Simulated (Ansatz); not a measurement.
`IB1C[SiH2]1` and `PB1C[SiH2]1` differ in one atom or group.

Ansatz, PBE0-D4/def2-TZVP geometries, multiplicity 1. Each molecule was computed in one conformer, which needn't be the lowest.

Elements past krypton have def2 core potentials.

| property | `IB1C[SiH2]1` |
| --- | --- |
| HOMO–LUMO gap (ωB97M-V/def2-TZVPP) / eV | 8.70 |
| LUMO energy (PBE/def2-TZVPP) / eV | -2.85 |
| HOMO–LUMO gap (B3LYP/def2-TZVPP) / eV | 4.39 |
| HOMO energy (PBE/def2-TZVPP) / eV | -5.68 |
| LUMO energy (PBE0/def2-TZVPP) / eV | -2.01 |
| HOMO energy (PBE0/def2-TZVPP) / eV | -6.72 |

What does the change do to each property? (Best estimate.)

Ansatz gave: 
| property | `PB1C[SiH2]1` | shift |
| --- | --- | --- |
| HOMO–LUMO gap (ωB97M-V/def2-TZVPP) / eV | 8.90 | 0.20 |
| LUMO energy (PBE/def2-TZVPP) / eV | -2.68 | 0.17 |
| HOMO–LUMO gap (B3LYP/def2-TZVPP) / eV | 4.53 | 0.14 |
| HOMO energy (PBE/def2-TZVPP) / eV | -5.64 | 0.04 |
| LUMO energy (PBE0/def2-TZVPP) / eV | -1.81 | 0.20 |
| HOMO energy (PBE0/def2-TZVPP) / eV | -6.67 | 0.05 |

With PBE0 the HOMO rises by 0.05 eV and the LUMO rises by 0.20 eV, so the gap widens by about 0.15 eV. PBE moves the HOMO by 0.04 eV and ωB97M-V by 0.02 eV. The zero-point energy changes by 45.5 kJ/mol with +6 modes.

B3LYP here is the variant with VWN-RPA as its local correlation; programs differ in this.

Spin–orbit coupling is left out; it splits and shifts lone-pair levels of the heavy atoms by tenths of an eV.
